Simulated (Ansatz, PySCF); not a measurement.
Complex: NH3 (SMILES N) (first 4 atoms) with Si2H6 (SMILES [SiH3][SiH3]); geometry from B3LYP-D3(BJ)/def2-TZVP, rigid monomers moved along the line of their centres of mass till N1···Si5 is 4.34 Å.
(charge 0, multiplicity 1):
```xyz
12

N     -0.4125     0.1890     0.9608
H     -0.3598    -0.6942     0.4668
H     -1.3615     0.5340     0.8745
H      0.1981     0.8436     0.4856
Si     0.5159    -1.2808     4.9351
Si     0.6330     1.0535     5.0912
H      0.8042    -1.9110     6.2525
H      1.5114    -1.8080     3.9714
H     -0.8375    -1.7254     4.5246
H      0.9668     1.4776     6.4783
H     -0.6643     1.6816     4.7428
H      1.6857     1.6005     4.2017
```

Interaction energies are E(AB) − E(A) − E(B) at the monomers' geometry in the complex; basis-set methods are counterpoise corrected. Rows marked so take none.

Rows in 6-31G* carry no dispersion term and start afresh at each structure (6-31G* with six Cartesian d functions). MP2/6-31G* freezes PySCF's default core.

Programs: Ansatz (a quantum-chemistry and plane-wave program); PySCF for 6-31G* rows, the dispersion terms. Each number belongs to the level named beside it.

**Question.** One of these levels gives -4.7 kJ/mol for the interaction energy. Which one is it?
(A) MP2/6-31G* (no counterpoise)
(B) r2SCAN-D3(BJ)/def2-TZVPPD
(C) HF/aug-cc-pV(D+d)Z

**Answer.** C, HF/aug-cc-pV(D+d)Z. The others give -7.0 (r2SCAN-D3(BJ)/def2-TZVPPD), -10.7 (MP2/6-31G* (no counterpoise))
